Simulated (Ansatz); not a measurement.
Computed with Ansatz on PBE0-D4/def2-TZVP structures; ΔE is electronic, products minus reactants. CCSD(T)/CBS is the MP2 limit (def2-TZVPP, def2-QZVPP) plus CCSD(T) − MP2 in def2-TZVPP, frozen cores. This one scheme is used for every species. DFT in def2-TZVPP. Each species was taken in one conformer, which may not be the lowest.

`CCOCF` + `O[Si](O)(O)O` → `CCO[Si](O)(O)O` + `OCF`  (substitution at a C–O bond)

(1) Is it downhill or uphill in electronic energy at CCSD(T)/CBS, and by how much? (Estimate.)

(2) What do these levels give: PBE-D4, PBE, r2SCAN, HF/def2-TZVPP, MP2/def2-TZVPP, SCS-MP2/def2-TZVPP, CCSD(T)/def2-TZVPP, MP2/def2-QZVPP, SCS-MP2/def2-QZVPP, HF/CBS(def2), MP2/CBS(def2), CCSD/CBS(def2)? (Best estimate.)

Largest T1 diagnostic among the species: 0.011.

Answers

(1) The calculation gave: Uphill: ΔE = +3.5 kcal/mol.

(2) The calculation gave: PBE-D4 3.1, PBE 3.9, r2SCAN 3.9, HF/def2-TZVPP 3.5, MP2/def2-TZVPP 3.7, SCS-MP2/def2-TZVPP 3.5, CCSD(T)/def2-TZVPP 3.4, MP2/def2-QZVPP 3.7, SCS-MP2/def2-QZVPP 3.6, HF/CBS(def2) 3.5, MP2/CBS(def2) 3.8, CCSD/CBS(def2) 3.5 kcal/mol.

The D4 term adds −1.3 kcal/mol with B3LYP and −0.8 kcal/mol with PBE0; it sums over pairs of atoms, weighted by their polarisabilities, and B3LYP, whose exchange is more repulsive, gets the larger term.

B3LYP here is the variant with VWN-RPA as its local correlation; programs differ in this.
